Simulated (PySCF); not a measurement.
**Excitation energy of Pm²⁺ by level of theory**

Pm²⁺ [Xe] 4f5 (high-spin determinant) → Pm²⁺ [Xe] 4f4 6s1 (high-spin determinant), as a difference of total energies. All numbers are calculated (PySCF 2.14, scalar relativity by spin-free X2C-1e, in ANO-RCC-VTZP). Correlated levels: valence: [Kr] 4d10 frozen. The calculations carry no spin-orbit coupling.

```json
{"method": "UHF", "excitation energy (eV)": "2.593"}
{"method": "MP2 (valence)", "excitation energy (eV)": "3.970"}
{"method": "SCS-MP2 (valence)", "excitation energy (eV)": "3.366"}
{"method": "CCSD (valence)", "excitation energy (eV)": "3.722"}
{"method": "CCSD(T) (valence)", "excitation energy (eV)": "3.744"}
```

Question: How much does correlation contribute at CCSD(T) (valence)?

Answer: 3.744 − (2.593) = 1.151 eV, measured against UHF.

A first-order spin-orbit estimate (lowest level to lowest level, LS coupling) adds -0.116 eV.

The basis was made for the ground configuration and has no added diffuse functions, so the excitation energy can come out too high.

The determinant of the lower state and of the upper state mixes LS terms, which raises its energy above the lowest term, most at the Hartree-Fock and MP2 levels.
